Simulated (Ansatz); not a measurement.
Si(vinyl)(NHEt)3 (C8H21N3Si), relaxed as a singlet with RKS r2SCAN-D4/def2-SVP in Ansatz, starting from the GFN2-xTB geometry. Force threshold 0.03 eV/Å.

Start:

Cartesian coordinates in Å:
```
Si 0.040 -0.070 -0.160
C 1.520 0.728 -1.039
C 2.589 0.102 -1.504
H 1.488 1.809 -1.137
H 2.687 -0.968 -1.427
H 3.413 0.619 -1.975
N 0.227 -1.770 -0.367
C -0.475 -2.749 0.427
C -1.897 -3.024 -0.060
H 0.388 -2.100 -1.306
H 0.100 -3.683 0.424
H -0.511 -2.367 1.447
H -2.479 -2.108 -0.011
H -2.371 -3.780 0.561
H -1.885 -3.378 -1.089
N -1.488 0.543 -0.704
C -1.788 1.943 -0.877
C -1.500 2.450 -2.290
H -1.984 -0.018 -1.379
H -2.846 2.116 -0.643
H -1.187 2.503 -0.158
H -0.458 2.273 -2.545
H -1.709 3.515 -2.363
H -2.123 1.925 -3.012
N 0.018 0.208 1.544
C 1.156 -0.029 2.397
C 2.113 1.160 2.478
H -0.558 0.964 1.882
H 0.800 -0.278 3.405
H 1.685 -0.895 1.997
H 2.489 1.394 1.485
H 2.952 0.930 3.129
H 1.597 2.035 2.871
```

```
        step  energy (eV)  largest force component (eV/Å)  SCF passes
           1  -20967.4607                           1.385          22
           2  -20967.6227                           0.424          20
           3  -20967.6407                           0.329          20
           4  -20967.6459                           0.411          20
           5  -20967.6601                           0.276          19
6 (rejected)  -20967.6274                           0.561          19
           7  -20967.6825                           0.101          20
8 (rejected)  -20967.6802                           0.170          20
           9  -20967.6875                           0.027          20
          10  -20967.6895                           0.043          21
          11  -20967.6914                           0.096          20
          12  -20967.6940                           0.120          20
          13  -20967.6954                           0.102          21
          14  -20967.6985                           0.042          19
          15  -20967.6991                           0.072          20
          16  -20967.6999                           0.057          20
          17  -20967.7005                           0.024          22
          18  -20967.7009                           0.037          20
          19  -20967.7011                           0.022          21
```

Force components are those of the run's own axes.

End:

```xyz
33

Si    0.1437   -0.2224   -0.2539
C     1.6538    0.4007   -1.1739
C     2.6976   -0.3669   -1.5303
H     1.7021    1.4698   -1.4348
H     2.7223   -1.4369   -1.2868
H     3.5693    0.0293   -2.0665
N     0.1258   -1.9386   -0.4908
C    -0.6466   -2.8622    0.3231
C    -2.0699   -3.1048   -0.1756
H     0.3769   -2.3062   -1.4051
H    -0.1115   -3.8277    0.4067
H    -0.6828   -2.4465    1.3458
H    -2.6361   -2.1593   -0.1882
H    -2.6072   -3.8213    0.4680
H    -2.0663   -3.5121   -1.2010
N    -1.3629    0.4781   -0.7733
C    -1.7075    1.8888   -0.7220
C    -1.4929    2.6333   -2.0377
H    -1.8788   -0.0376   -1.4827
H    -2.7614    2.0160   -0.4021
H    -1.0966    2.3540    0.0721
H    -0.4394    2.5776   -2.3557
H    -1.7735    3.6959   -1.9494
H    -2.1057    2.1921   -2.8420
N     0.2598    0.2223    1.4111
C     1.4604    0.2700    2.2238
C     1.8498    1.6855    2.6367
H    -0.5896    0.5131    1.8885
H     1.3488   -0.3619    3.1278
H     2.2829   -0.1823    1.6435
H     2.0407    2.3079    1.7475
H     2.7555    1.6890    3.2651
H     1.0393    2.1634    3.2122
```

By distances, no bond broke or formed. The bond that changes most is Si1–C2, from 1.90 to 1.87 Å (atoms count from 1).

The force fell under the threshold at step 9, but the optimiser went on and released 0.014 eV more. No frequencies were taken in this run, so the end may be a saddle point.

Run time 4.8 min (4 threads of Intel Xeon on a shared host).
